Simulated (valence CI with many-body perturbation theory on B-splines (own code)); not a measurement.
**I38+: input, log and results**

Computed by configuration interaction combined with many-body perturbation theory (CI+MBPT): five valence electrons over a frozen Dirac-Fock core [Ne], a basis of 11 s, 11 p, 10 d, 8 f, 5 g, 2 h functions for each j, with the one-electron correlation potential Σ1 (screened to all orders), the two-electron term Σ2, the three-electron term Σ3, Breit, model QED; selected single and double excitations, second order for the rest, scaled by the run's own slope (own B-spline code, finite nucleus).

Command, and the settings that its task file holds:

```sh
python run_cv.py task.json out
```

```
atom I  Z=53  mass_number=127  rms_radius_fm=4.7500
core [Ne]
valence 3s2 3p3
avg = 1
basis = M
breit = 1
cap = 32000
capref = 2000
cscale = 1
de = 0.0
dress = 0
eps = 2e-08
extrap = 1
h = 0.27
hh = 1
l2 = 3
lcore = 6
maxit = 60
n2 = 5
natural = 1
nlev = 150
nno = [5, 5, 5, 4, 2, 1]
nroot = 36
nsp = [6, 6, 5, 4, 3, 1]
pt2 = 1
qed = 1
rpa = 1
s1 = 1
s2 = 1
s3 = 1
screen = 1
tol = 2e-05
whole = 1
```

It took 5.5 min on 1 thread of Intel(R) Xeon(R) Platinum 8259CL CPU @ 2.50GHz (Skylake/Cascade Lake) (shared host).

Log. The first blocks belong to the next ion, which gives the ionisation energy. Fields: 2J, parity (1 odd), roots, reference size, generating configurations, candidates as configurations/state functions, variational space P, stored matrix elements, Davidson steps; e2 is the range of second-order energies in hartree. The first line gives the box (bohr), its intervals, the orbitals and the steps of their self-consistent field. Window is the range of levels sought, series limit the energy at which the first omitted orbital would enter, core excitation an estimate of the first excitation out of the core, left out the lowest levels not solved, and shifts from estimates the range by which levels moved from their first estimate, all in cm⁻¹.

```
rmax 4.8 intervals 59 orbitals 83 references ['3s2 3p3', '3s 3p4', '3s2 3p2 3d', '3p5', '3s 3p3 3d'] scf 4 t 1.5
2J=0 par=0 roots 2 ref 24 generators 8 cand 2254/3167 P 2274/3191 nnz 1.3e+06 it 5
2J=0 par=0 roots 2 ref 24 generators 9 cand 3883/6148 P 6157/9339 nnz 6.4e+06 it 5
   second order: generators 18 cand 26019/49455 e2 -0.00005 -0.00004
reference levels 1276, estimated 455, window 4033054 1/cm; series limit 18221653, core excitation 32355554
2J=3 par=1 roots 33 ref 145 generators 33 cand 753/3247 P 1441/6398 nnz 4.5e+06 it 10
2J=3 par=1 roots 33 ref 145 generators 36 cand 4185/25597 P 5626/31995 nnz 6.7e+07 it 9
   second order: generators 60 cand 92658/1393467 e2 -0.01385 -0.00572
2J=5 par=1 roots 31 ref 153 generators 28 cand 645/3466 P 1183/6354 nnz 5.1e+06 it 15
2J=5 par=1 roots 31 ref 153 generators 32 cand 3659/25546 P 4842/31900 nnz 7.2e+07 it 12
   second order: generators 56 cand 95923/1863296 e2 -0.01624 -0.00942
2J=1 par=1 roots 21 ref 88 generators 30 cand 1154/3802 P 1993/6386 nnz 3.8e+06 it 8
2J=1 par=1 roots 21 ref 88 generators 34 cand 6184/25611 P 8177/31997 nnz 5.5e+07 it 9
   second order: generators 56 cand 87017/781513 e2 -0.00796 -0.00408
2J=3 par=0 roots 17 ref 135 generators 27 cand 557/1979 P 1470/6986 nnz 5.2e+06 it 9
2J=3 par=0 roots 17 ref 135 generators 38 cand 4189/24807 P 5659/31793 nnz 6.5e+07 it 10
   second order: generators 55 cand 92459/1406446 e2 -0.01889 -0.00581
2J=5 par=0 roots 16 ref 147 generators 24 cand 588/2054 P 1400/7233 nnz 6.1e+06 it 8
2J=5 par=0 roots 16 ref 147 generators 33 cand 3758/24439 P 5158/31672 nnz 7e+07 it 10
   second order: generators 51 cand 88441/1655569 e2 -0.02154 -0.00681
2J=1 par=0 roots 12 ref 84 generators 24 cand 1246/3278 P 2090/6357 nnz 3.8e+06 it 9
2J=1 par=0 roots 12 ref 84 generators 33 cand 6210/25604 P 8300/31961 nnz 5.6e+07 it 9
   second order: generators 47 cand 71233/585977 e2 -0.01082 -0.00216
2J=7 par=0 roots 9 ref 118 generators 19 cand 722/2503 P 1299/6395 nnz 5.1e+06 it 10
2J=7 par=0 roots 9 ref 118 generators 28 cand 3836/25593 P 5135/31988 nnz 6.9e+07 it 12
   second order: generators 46 cand 87540/1779147 e2 -0.01906 -0.00702
2J=9 par=0 roots 5 ref 80 generators 12 cand 1085/3962 P 1561/6483 nnz 4.9e+06 it 7
2J=9 par=0 roots 5 ref 80 generators 22 cand 3922/25440 P 5483/31923 nnz 7.3e+07 it 10
   second order: generators 35 cand 76909/1487384 e2 -0.01306 -0.00659
2J=7 par=1 roots 23 ref 129 generators 25 cand 758/3827 P 1239/6335 nnz 5.3e+06 it 11
2J=7 par=1 roots 23 ref 129 generators 29 cand 3766/25638 P 5005/31973 nnz 7.3e+07 it 10
   second order: generators 52 cand 84680/1720198 e2 -0.01474 -0.00841
2J=9 par=1 roots 12 ref 83 generators 20 cand 1033/3870 P 1567/6359 nnz 4.8e+06 it 9
2J=9 par=1 roots 12 ref 83 generators 24 cand 4100/25330 P 5667/31689 nnz 6.7e+07 it 9
   second order: generators 41 cand 79630/1634766 e2 -0.02819 -0.00698
2J=11 par=1 roots 4 ref 43 generators 12 cand 1352/4052 P 2051/6577 nnz 4.4e+06 it 6
2J=11 par=1 roots 4 ref 43 generators 17 cand 4437/25625 P 6488/32202 nnz 6.4e+07 it 10
   second order: generators 29 cand 72004/1376278 e2 -0.01544 -0.00663
2J=11 par=0 roots 1 ref 37 generators 4 cand 786/4029 P 1362/6438 nnz 4.7e+06 it 5
2J=11 par=0 roots 1 ref 37 generators 5 cand 3615/26315 P 4977/32753 nnz 8.2e+07 it 6
   second order: generators 8 cand 25910/388087 e2 -0.00451 -0.00451
left out: unestimated 5777003, estimated 4271581, shifts from estimates -11 to 404
operators 2.3
```

The Davidson iterations converged.

The last digits are not significant, and no measured levels were compared; by estimate large intervals hold to a few tenths of a per cent, small ones and those within an open d or f shell to about a per cent. Among the levels kept, up to 4700 cm⁻¹ of a level comes from second order outside the variational space, and about a tenth of that is noise between levels of different J, which matters for small intervals.

```yaml
Valence_energy: -541.4617 hartree
Ionisation_energy: "2682.1 eV (NIST: 2680 ± 4 eV (theoretical))"
Reference_configurations_for_the_orbitals: 3s2 3p3, 3s 3p4, 3s2 3p2 3d, 3p5, 3s 3p3 3d
Radial_orbitals: 83
Box_radius: 4.832 bohr
Largest_variational_space: 32753
Lowest_levels: (3s^2 3p1/2^2 3p3/2) J=3/2 0, (3s^2 3p1/2 3p3/2^2) J=3/2 521350, (3s^2 3p1/2 3p3/2^2) J=5/2 585580, (3s^2 3p1/2 3p3/2^2) J=1/2 664680, (3s^2 3p1/2^2 3d3/2) J=3/2 1192000, (3s^2 3p3/2^3) J=3/2 1194500, (3s 3p1/2^2 3p3/2^2) J=5/2 1299700, (3s^2 3p1/2^2 3d5/2) J=5/2 1442100, (3s 3p1/2^2 3p3/2^2) J=1/2 1515800, (3s 3p1/2^2 3p3/2^2) J=3/2 1525900, (3s^2 3p1/2 3p3/2 3d3/2) J=5/2 [a] 1712500, (3s^2 3p1/2 3p3/2 3d3/2) J=3/2 [a] 1717700, (3s^2 3p1/2 3p3/2 3d3/2) J=1/2 [a] 1723400, (3s^2 3p1/2 3p3/2 3d3/2) J=7/2 1773000 cm⁻¹
```

Levels are named by their leading jj configuration (3d3/2^4 stands for four electrons in 3d with j = 3/2), which in mixed levels can hold well under half, so a name can repeat and another be missing. Letters in brackets count levels of one name in rising energy.
